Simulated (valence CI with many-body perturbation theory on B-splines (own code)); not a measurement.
# Sn³⁴⁺: E2, M1, M2 decay

Calculated by configuration interaction combined with many-body perturbation theory (CI+MBPT): six valence electrons over a frozen Dirac-Fock core [Ne], radial functions for each j: 9 s, 9 p, 8 d, 6 f, 3 g, 1 h, with the one-electron correlation potential Σ1, the two-electron term Σ2, the three-electron term Σ3, Breit, model QED; selected CI, second order for the rest, scaled by the run's own slope (own B-spline code, finite nucleus).

The last digits are not significant, and no measured levels were compared; by estimate large intervals hold to a few tenths of a per cent, small ones and those within an open d or f shell to about a per cent. Among the levels kept, up to 1500 cm⁻¹ of a level comes from second order outside the variational space, and about a tenth of that is noise between levels of different J, which matters for small intervals.

Lines 1 to 21 of 21 in falling wavelength, among levels below 1934900 cm⁻¹, chosen from the decays that carry over 1 % of a level's rate. Wavelengths and rates use the calculated energies. Electric multipoles are in the length gauge, E1 and E2 with the static RPA response of the core. S is in atomic units (e²a₀⁴ for E2 and M2, e²a₀⁶ for E3), for M1 in squared Bohr magnetons. Weak lines are less certain than strong ones. Lines between different terms over intervals too small for the method are left out, as are lines whose strength nearly cancels.

Levels are named by their leading jj configuration (3d3/2^4 stands for four electrons in 3d with j = 3/2), which in mixed levels can hold well under half, so a name can repeat and another be missing. Letters in brackets count levels of one name in rising energy.

| λ vac (nm) | Upper | Lower | Type | A (s⁻¹) | S (a.u.) |
| --- | --- | --- | --- | --- | --- |
| 126.5 | (3s^2 3p1/2 3p3/2^2 3d5/2) J=4 [b] | (3s^2 3p1/2 3p3/2^2 3d3/2) J=4 | M1 | 2.18e+03 | 1.47e+00 |
| 117.8 | (3s^2 3p1/2^2 3p3/2 3d5/2) J=4 | (3s^2 3p1/2^2 3p3/2 3d3/2) J=3 | M1 | 8.50e+03 | 4.64e+00 |
| 110.1 | (3s^2 3p1/2^2 3p3/2^2) J=0 | (3s^2 3p1/2^2 3p3/2^2) J=2 | E2 | 5.01e+00 | 7.24e-03 |
| 101.6 | (3s^2 3p1/2 3p3/2^2 3d5/2) J=5 | (3s^2 3p1/2 3p3/2^2 3d3/2) J=4 | M1 | 1.25e+04 | 5.35e+00 |
| 77.01 | (3s^2 3p1/2 3p3/2^2 3d5/2) J=4 [b] | (3s^2 3p1/2 3p3/2^2 3d3/2) J=3 [a] | M1 | 1.17e+04 | 1.78e+00 |
| 42.20 | (3s^2 3p1/2 3p3/2^2 3d3/2) J=4 | (3s^2 3p1/2^2 3p3/2 3d5/2) J=3 | M1 | 3.83e+04 | 9.60e-01 |
| 37.77 | (3s^2 3p1/2 3p3/2^2 3d5/2) J=4 [a] | (3s^2 3p1/2^2 3p3/2 3d5/2) J=3 | M1 | 1.63e+05 | 2.93e+00 |
| 31.64 | (3s^2 3p1/2 3p3/2^2 3d5/2) J=4 [b] | (3s^2 3p1/2^2 3p3/2 3d5/2) J=3 | M1 | 8.85e+04 | 9.35e-01 |
| 30.45 | (3s^2 3p1/2 3p3/2^3) J=1 | (3s^2 3p1/2^2 3p3/2^2) J=0 | M1 | 2.75e+05 | 8.63e-01 |
| 28.46 | (3s^2 3p1/2 3p3/2^2 3d3/2) J=4 | (3s^2 3p1/2^2 3p3/2 3d5/2) J=4 | M1 | 9.33e+04 | 7.18e-01 |
| 26.37 | (3s^2 3p1/2 3p3/2^2 3d5/2) J=4 [a] | (3s^2 3p1/2^2 3p3/2 3d5/2) J=4 | M1 | 7.26e+05 | 4.45e+00 |
| 23.85 | (3s^2 3p1/2 3p3/2^3) J=1 | (3s^2 3p1/2^2 3p3/2^2) J=2 | M1 | 1.21e+06 | 1.83e+00 |
| 23.23 | (3s^2 3p1/2 3p3/2^2 3d5/2) J=4 [b] | (3s^2 3p1/2^2 3p3/2 3d5/2) J=4 | M1 | 8.19e+04 | 3.43e-01 |
| 22.92 | (3s^2 3p1/2 3p3/2^2 3d3/2) J=4 | (3s^2 3p1/2^2 3p3/2 3d3/2) J=3 | M1 | 1.25e+05 | 5.03e-01 |
| 22.23 | (3s^2 3p1/2 3p3/2^2 3d5/2) J=5 | (3s^2 3p1/2^2 3p3/2 3d5/2) J=4 | M1 | 2.17e+05 | 9.74e-01 |
| 22.23 | (3s^2 3p1/2 3p3/2^2 3d5/2) J=5 | (3s^2 3p1/2^2 3p3/2 3d5/2) J=4 | E2 | 2.63e+03 | 1.40e-02 |
| 21.55 | (3s^2 3p1/2 3p3/2^2 3d5/2) J=4 [a] | (3s^2 3p1/2^2 3p3/2 3d3/2) J=3 | M1 | 1.08e+05 | 3.59e-01 |
| 21.25 | (3s^2 3p1/2 3p3/2^3) J=2 | (3s^2 3p1/2^2 3p3/2^2) J=2 | M1 | 8.17e+05 | 1.45e+00 |
| 19.65 | (3s^2 3p3/2^4) J=0 | (3s^2 3p1/2 3p3/2^3) J=1 | M1 | 4.01e+06 | 1.13e+00 |
| 8.308 | (3s^2 3p1/2 3p3/2^2 3d5/2) J=4 [b] | (3s^2 3p1/2 3p3/2^3) J=2 | M2 | 2.13e+03 | 6.78e-05 |
| 8.039 | (3s^2 3p1/2^2 3p3/2 3d5/2) J=4 | (3s^2 3p1/2^2 3p3/2^2) J=2 | M2 | 1.67e+03 | 4.50e-05 |
